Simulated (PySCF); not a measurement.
## Spin–spin coupling constants

Bonds (- single, = double, # triple, : aromatic): C1-C2 1.522 Å, C2-C3 1.522 Å, C2-O4 1.407 Å, O4-Ga5 1.787 Å. C1 carries H6, H7, H8; C2 carries H9; C3 carries H10, H11, H12; Ga5 carries H13, H14.

Indirect spin–spin couplings were computed at B3LYP/pcJ-1 (pcSseg-1 on Ga) (without the spin–dipole term) (PySCF 2.14.0 with density-fitted response routines) on a PBE0-D3(BJ)/def2-SVP structure, for the isolated molecule, without vibrational or relativistic corrections. Couplings are averaged over pairs made equivalent by symmetry, fast rotation or ring inversion, so a value needn't be that of the named pair in this geometry, while other rotamers aren't included; one pair stands for each set, and the list holds those of at least 1.5 Hz over up to four bonds, among pairs with at least one C or H atom (others weren't computed).

Isotopes: ¹³C, ¹H, ¹⁷O. Couplings to quadrupolar nuclei such as 17O and 33S are rarely resolved in practice.

```csv
pair,bonds,J (Hz)
"C1, C2",1,?
"C1, H6",1,?
"C2, O4",1,22.0
"C2, H9",1,148.1
"C1, C3",2,2.4
"C2, H6",2,-3.2
"O4, H9",2,?
"O4, H13",2,-12.3
"H6, H7",2,-13.4
"H13, H14",2,84.3
"C1, H10",3,5.1
"C2, H13",3,2.0
"O4, H6",3,?
"H6, H9",3,7.1
```

Problem. Estimate the withheld couplings, with signs.

Solution. 
- ¹J(C1,C2) = 38.5 Hz (bond length 1.522 Å)
- ¹J(C1,H6) = 131.8 Hz (bond length 1.100 Å, sp3 carbon)
- ²J(O4,H9) = -13.3 Hz (angle at C2 106°)
- ³J(O4,H6) = -3.1 Hz (mean over equivalent pairs that range from -6.4 to -1.2 Hz in this conformer)

Relativistic effects of the heavier atoms present are left out.
